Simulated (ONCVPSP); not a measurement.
# How hard is this Co (Z = 27) ONCV potential?

| Item | Value |
| --- | --- |
| Element | Co |
| Generator | ONCVPSP 4.0.1 |
| Type | optimised norm-conserving Vanderbilt (ONCV) |
| Functional | PBE |
| Relativity | scalar-relativistic |
| Frozen core | [Ne] 3s2 |
| Valence charge | 15 |
| Reference configuration | 3p6 3d7 4s0.5 (charge +1.5) |
| Partial waves | 4s: rc 2.30 bohr, ncon 4, nbas 9, qcut 3.7 1/bohr, 2 projectors, debl 4 Ha; 3p: rc 0.95 bohr, ncon 4, nbas 8, qcut 16 1/bohr, 2 projectors, debl 2.8 Ha; 3d: rc 1.00 bohr, ncon 5, nbas 10, qcut 15.1 1/bohr, 2 projectors, debl 2.5 Ha |
| Local potential | polynomial inside 0.70 bohr (lpopt 3, dvloc0 0 Ha) |
| Core correction | polynomial model core, fcfact 0.55 |

In the p channel the program set the typed energies aside and used -2.919, 0.250 Ha.

**Question.** For each optimised wave give the share of its norm inside rc, the residual kinetic energy above qcut (Ha) and the cutoffs (Ha) for errors of 10, 1, 0.1 and 0.01 mHa per electron.

**Answer.**

```tsv
wave	norm inside rc	residual KE	10 mHa	1 mHa	0.1 mHa	0.01 mHa
4s	0.449	7.0e-05	3.5	5.1	7.0	26.0
s projector 2	0.116	2.5e-02	7.7	24.1	55.7	63.3
3p	0.703	3.5e-08	28.4	68.3	87.4	101.7
p projector 2	0.023	3.3e-09	19.3	28.3	67.6	88.1
3d	0.576	2.6e-05	78.6	94.0	106.1	185.2
d projector 2	0.050	1.4e-05	68.5	88.1	102.9	117.2
```

The occupied waves need 94 Ha and 106 Ha for 1 and 0.1 mHa. Note: ghosts flagged at negative energy: s at -147.5 eV; no localised positive-energy state flagged. A true bound ghost makes a file unfit for plane-wave use.
